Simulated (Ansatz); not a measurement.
Relaxation of AlFH6O2Si (11 atoms, charge 0, multiplicity 1), to a largest force component of 0.03 eV/Å in at most 50 steps.

Method: Ansatz 0.2.0, RKS B3LYP-D4/def2-SVP.

```xyz
11
Properties=species:S:1:pos:R:3
Al -0.045 0.481 -0.378
F -0.092 0.033 2.467
O 1.449 -0.286 -0.665
H 1.637 -1.162 -1.011
O -1.564 -0.113 -0.862
H -1.815 -0.975 -1.203
Si 0.071 2.608 0.607
H 0.816 2.474 1.917
H 0.822 3.649 -0.158
H -1.265 3.171 0.969
H 0.367 0.835 2.570
```

Task: Where does it end, and by what steps?

Result: The forces met the threshold. The force dipped under the threshold on the way, but the program's further checks kept it going. After 14 steps the energy has fallen by 0.254 eV; F2 moved furthest, 0.68 Å. Joined: Al1–F2 (2.88 → 2.08 Å).

```
step  energy less start (eV)  largest force component (eV/Å)  accepted
   0                  0.0000                           0.774       yes
   1                 -0.0713                           0.861       yes
   2                 -0.1613                           0.465       yes
   3                 -0.2072                           0.168       yes
   4                 -0.1704                           0.757        no
   5                 -0.2213                           0.136       yes
   6                 -0.2285                           0.201       yes
   7                 -0.2362                           0.192       yes
   8                 -0.2431                           0.282       yes
   9                 -0.2469                           0.189       yes
  10                 -0.2517                           0.114       yes
  11                 -0.2531                           0.034       yes
  12                 -0.2537                           0.026       yes
  13                 -0.2541                           0.043       yes
  14                 -0.2542                           0.018       yes
```

```xyz
11
Properties=species:S:1:pos:R:3
Al -0.025 0.384 -0.146
F 0.211 -0.070 1.872
O 1.431 -0.231 -0.794
H 1.596 -1.087 -1.195
O -1.579 -0.259 -0.448
H -1.821 -1.103 -0.836
Si 0.051 2.699 0.634
H 0.240 2.492 2.146
H 1.220 3.548 0.254
H -1.192 3.522 0.549
H 0.251 0.821 2.219
```

Whether the end is a true minimum wasn't checked by a vibrational analysis.

The run took 38 s on 2 threads of Arm Neoverse V2, with other jobs on the host, peak memory 0.23 GiB.
